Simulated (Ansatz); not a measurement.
Correlation energies of C2H8BClSi, SMILES `BCC[SiH2]Cl` by basis set

```csv
atom,x (Å),y (Å),z (Å)
B1,0.902,-0.094,2.097
C2,-0.054,0.163,0.905
C3,0.250,-0.519,-0.431
Si4,-0.803,0.074,-1.850
Cl5,-0.523,2.106,-2.092
H6,1.995,-0.557,1.929
H7,0.576,0.230,3.203
H8,-1.103,0.033,1.197
H9,0.035,1.263,0.793
H10,1.303,-0.381,-0.700
H11,0.103,-1.603,-0.348
H12,-2.247,-0.134,-1.576
H13,-0.436,-0.580,-3.130
```

Total charge 0; spin multiplicity 1. The structure was optimised at the PBE0-D4/def2-TZVP level. It is one conformer, not always the lowest. Frozen core, restricted reference, Ansatz 0.2.0. CBS rows extrapolate triple and quadruple zeta; past MP2 they add the triple-zeta difference.

```
     basis     HF (Eh)  MP2 corr.
  def2-SVP  -853.23442   -0.59902
def2-TZVPP  -853.61002   -0.76303
def2-QZVPP  -853.63694   -0.82057
```

Problem. Estimate the CCSD correlation energy and the (T) correction in each basis where they were run (hartree).

Solution. 
```tsv
basis	CCSD corr.	(T)
def2-SVP	-0.66989	-0.01775
def2-TZVPP	-0.83123	-0.03223
CBS(def2)	-0.93140	as TZ
```
